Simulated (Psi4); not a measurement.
Psi4 input (wB97X-D/6-31G*):

```
memory 1500 MB

molecule {
0 2
P     0.96137400   -0.43871600    0.42963600
P    -0.88563600    0.31940400   -0.46907900
H     1.69503600    0.70693000    0.00998300
H    -1.04420100    1.52255600    0.26567300
H    -1.78690500   -0.43980500    0.31598400
symmetry c1
no_reorient
no_com
}

set {
  basis 6-31G*
  reference uks
  scf_type pk
  dft_radial_points 99
  dft_spherical_points 590
  e_convergence 1e-8
  d_convergence 1e-7
  maxiter 150
}

e = energy('wb97x-d')
print_out(f'\nFINAL {e:.10f} DIPOLE {variable("CURRENT DIPOLE")[0]:.6f} {variable("CURRENT DIPOLE")[1]:.6f} {variable("CURRENT DIPOLE")[2]:.6f}\n')
```

Output:

```
   => Loading Basis Set <=

    Name: 6-31G*
    Role: ORBITAL
    Keyword: BASIS
    atoms 1-2 entry P          line   292 file 6-31gs.gbs
    atoms 3-5 entry H          line    44 file 6-31gs.gbs

   => WB97X-D: Empirical Dispersion <=

    Chai and Head-Gordon Dispersion Correction
    Chai, J.-D.; Head-Gordon, M. (2010), J. Chem. Phys., 132: 6615-6620

        s6 =       1.000000

         ---------------------------------------------------------
                                   SCF
               by Justin Turney, Rob Parrish, Andy Simmonett
                          and Daniel G. A. Smith
                              UKS Reference
         ---------------------------------------------------------

  ==> Geometry <==

    Molecular point group: c1
    Full point group: C1

    Geometry (in Angstrom), charge = 0, multiplicity = 2:

       Center              X                  Y                   Z               Mass
    ------------   -----------------  -----------------  -----------------  -----------------
         P            0.961374000000    -0.438716000000     0.429636000000    30.973761998420
         P           -0.885636000000     0.319404000000    -0.469079000000    30.973761998420
         H            1.695036000000     0.706930000000     0.009983000000     1.007825032230
         H           -1.044201000000     1.522556000000     0.265673000000     1.007825032230
         H           -1.786905000000    -0.439805000000     0.315984000000     1.007825032230

  Running in c1 symmetry.

  Rotational constants: A =      2.88421  B =      0.20853  C =      0.20236 [cm^-1]
  Rotational constants: A =  86466.43873  B =   6251.46617  C =   6066.72378 [MHz]
  Nuclear repulsion =   80.439223630815505

  Charge       = 0
  Multiplicity = 2
  Electrons    = 33
  Nalpha       = 17
  Nbeta        = 16

  ==> Algorithm <==

  SCF Algorithm Type is PK.
  DIIS enabled.
  MOM disabled.
  Fractional occupation disabled.
  Guess Type is SAD.
  Energy threshold   = 1.00e-08
  Density threshold  = 1.00e-07
  Integral threshold = 1.00e-12

  ==> Primary Basis <==

  Basis Set: 6-31G*
    Blend: 6-31G*
    Number of shells: 22
    Number of basis functions: 44
    Number of Cartesian functions: 44
    Spherical Harmonics?: false
    Max angular momentum: 2

  ==> DFT Potential <==

   => LibXC <=

    Version 7.1.2
    S. Lehtola, C. Steigemann, M. J. T. Oliveira, and M. A. L. Marques,  SoftwareX 7, 1–5 (2018) (10.1016/j.softx.2017.11.002)

   => Composite Functional: WB97X-D <=

    wB97X-D Hyb-GGA Exchange-Correlation Functional

    J.-D. Chai and M. Head-Gordon,  Phys. Chem. Chem. Phys. 10, 6615–6620 (2008) (10.1039/B810189B)

    Deriv               =              1
    GGA                 =           TRUE
    Meta                =          FALSE

    Exchange Hybrid     =           TRUE
    MP2 Hybrid          =          FALSE

   => Exchange-Correlation Functionals <=

    1.0000   wB97X-D range-separated functional

   => Exact (HF) Exchange <=

    0.7780            HF,LR [omega = 0.2000]
    0.2220               HF

   => LibXC Density Thresholds  <==

    XC_HYB_GGA_XC_WB97X_D:  1.00E-14

   => Molecular Quadrature <=

    Radial Scheme          =       TREUTLER
    Pruning Scheme         =           NONE
    Nuclear Scheme         =       TREUTLER

    Blocking Scheme        =         OCTREE
    BS radius alpha        =              1
    Pruning alpha          =              1
    Radial Points          =             99
    Spherical Points       =            590
    Total Points           =         277074
    Total Blocks           =           2046
    Max Points             =            256
    Max Functions          =             43
    Weights Tolerance      =       1.00E-15

  ==> Integral Setup <==

  Using in-core PK algorithm.
   Calculation information:
      Number of atoms:                   5
      Number of AO shells:              22
      Number of primitives:             66
      Number of atomic orbitals:        44
      Number of basis functions:        44

      Integral cutoff                 1.00e-12
      Number of threads:                 1

  Performing in-core PK
  Using 1471635 doubles for integral storage.
  We computed 31172 shell quartets total.
  Whereas there are 32131 unique shell quartets.

  Computing range-separated integrals for PK
  We computed 31172 wK shell quartets total.
  Whereas there are 32131 wK unique shell quartets.

  ==> DiskJK: Disk-Based J/K Matrices <==

    J tasked:                  Yes
    K tasked:                  Yes
    wK tasked:                 Yes
    Omega:               2.000E-01
    Schwarz Cutoff:          1E-12


  Cached 100.0% of DFT collocation blocks in 0.307 [GiB].

  Minimum eigenvalue in the overlap matrix is 8.8034482990E-03.
  Reciprocal condition number of the overlap matrix is 1.6833871831E-03.
    Using symmetric orthogonalization.

  ==> Pre-Iterations <==

  SCF Guess: Superposition of Atomic Densities via on-the-fly atomic UHF (no occupation information).

   -------------------------
    Irrep   Nso     Nmo
   -------------------------
     A         44      44
   -------------------------
    Total      44      44
   -------------------------

  ==> Iterations <==

                        Total Energy        Delta E     RMS |[F,P]|

   @UKS iter SAD:  -683.94894747245201   -6.83949e+02   0.00000e+00
   @UKS iter   1:  -684.38241410113790   -4.33467e-01   4.42850e-03 ADIIS/DIIS
   @UKS iter   2:  -684.41083310196439   -2.84190e-02   2.06982e-03 ADIIS/DIIS
   @UKS iter   3:  -684.41674255581040   -5.90945e-03   4.08367e-04 ADIIS/DIIS
   @UKS iter   4:  -684.41753323456851   -7.90679e-04   2.32439e-04 ADIIS/DIIS
   @UKS iter   5:  -684.41781885812679   -2.85624e-04   8.66030e-05 DIIS
   @UKS iter   6:  -684.41788301636348   -6.41582e-05   4.80389e-05 DIIS
   @UKS iter   7:  -684.41790286094704   -1.98446e-05   1.73472e-05 DIIS
   @UKS iter   8:  -684.41790646008940   -3.59914e-06   8.04573e-06 DIIS
   @UKS iter   9:  -684.41790732641562   -8.66326e-07   2.17874e-06 DIIS
   @UKS iter  10:  -684.41790737888664   -5.24710e-08   7.73963e-07 DIIS
   @UKS iter  11:  -684.41790738307782   -4.19118e-09   2.81384e-07 DIIS
   @UKS iter  12:  -684.41790738372458   -6.46764e-10   9.38833e-08 DIIS
  Energy and wave function converged.

  ==> Post-Iterations <==

   Electrons on quadrature grid:
      Nalpha   =   16.9999999330 ; deviation = -6.703e-08
      Nbeta    =   15.9999999607 ; deviation = -3.929e-08
      Ntotal   =   32.9999998937 ; deviation = -1.063e-07

   @Spin Contamination Metric:   4.463872704E-03
   @S^2 Expected:                7.500000000E-01
   @S^2 Observed:                7.544638727E-01
   @S   Expected:                5.000000000E-01
   @S   Observed:                5.000000000E-01

    Orbital Energies [Eh]
    ---------------------

    Alpha Occupied:

       1A    -77.251674     2A    -77.249359     3A     -6.686287
       4A     -6.686238     5A     -4.837330     6A     -4.833449
       7A     -4.833168     8A     -4.832436     9A     -4.829849
      10A     -4.829614    11A     -0.791306    12A     -0.675054
      13A     -0.501372    14A     -0.443625    15A     -0.415196
      16A     -0.357381    17A     -0.300323

    Alpha Virtual:

      18A      0.063980    19A      0.099741    20A      0.111348
      21A      0.159832    22A      0.318847    23A      0.353011
      24A      0.360894    25A      0.377135    26A      0.395811
      27A      0.408793    28A      0.431270    29A      0.543038
      30A      0.637604    31A      0.673191    32A      0.712000
      33A      0.726255    34A      0.764235    35A      0.773332
      36A      0.813640    37A      0.893552    38A      0.896958
      39A      1.011107    40A      1.134905    41A      1.244059
      42A      1.254926    43A      3.435827    44A      3.540519

    Beta Occupied:

       1A    -77.249082     2A    -77.247842     3A     -6.685923
       4A     -6.682517     5A     -4.833353     6A     -4.833158
       7A     -4.829932     8A     -4.828836     9A     -4.827234
      10A     -4.824452    11A     -0.779026    12A     -0.652041
      13A     -0.496381    14A     -0.438083    15A     -0.395189
      16A     -0.337324

    Beta Virtual:

      17A     -0.050309    18A      0.071776    19A      0.103242
      20A      0.118474    21A      0.167857    22A      0.321678
      23A      0.355282    24A      0.366407    25A      0.388286
      26A      0.398975    27A      0.425822    28A      0.436882
      29A      0.550869    30A      0.643597    31A      0.688469
      32A      0.718283    33A      0.755124    34A      0.772930
      35A      0.790799    36A      0.839743    37A      0.903086
      38A      0.920374    39A      1.024142    40A      1.146309
      41A      1.248382    42A      1.260312    43A      3.445039
      44A      3.550573

    Final Occupation by Irrep:
              A
    DOCC [    16 ]
    SOCC [     1 ]
    NA   [    17 ]
    NB   [    16 ]

  @UKS Final Energy:  -684.41790738372458

   => Energetics <=

    Nuclear Repulsion Energy =             80.4392236308155049
    One-Electron Energy =               -1105.7410336092002581
    Two-Electron Energy =                 375.3588268301689936
    DFT Exchange-Correlation Energy =     -34.4741833113819212
    Empirical Dispersion Energy =          -0.0007409241269897
    VV10 Nonlocal Energy =                  0.0000000000000000
    Total Energy =                       -684.4179073837245824

  UHF NO Occupations:
  HONO-2 :   15  A 1.9994510
  HONO-1 :   16  A 1.9986575
  HONO-0 :   17  A 1.0000000
  LUNO+0 :   18  A 0.0013425
  LUNO+1 :   19  A 0.0005490
  LUNO+2 :   20  A 0.0002360
  LUNO+3 :   21  A 0.0000816

Computation Completed

Properties will be evaluated at   0.000000,   0.000000,   0.000000 [a0]

Properties computed using the SCF density matrix

 Multipole Moments:

 ------------------------------------------------------------------------------------
     Multipole            Electronic (a.u.)      Nuclear  (a.u.)        Total (a.u.)
 ------------------------------------------------------------------------------------

 L = 1.  Multiply by 2.5417464519 to convert [e a0] to [Debye]
 Dipole X            :         -0.1738838           -0.0000000           -0.1738838
 Dipole Y            :          0.3673415            0.0000019            0.3673434
 Dipole Z            :          0.2053631           -0.0000094            0.2053537
 Magnitude           :                                                    0.4553536

 ------------------------------------------------------------------------------------

FINAL -684.4179073837 DIPOLE -0.173884 0.367343 0.205354

*** Psi4 exiting successfully. Buy a developer a beer!
```

The geometry given is a B3LYP-D3(BJ)/def2-TZVP minimum.
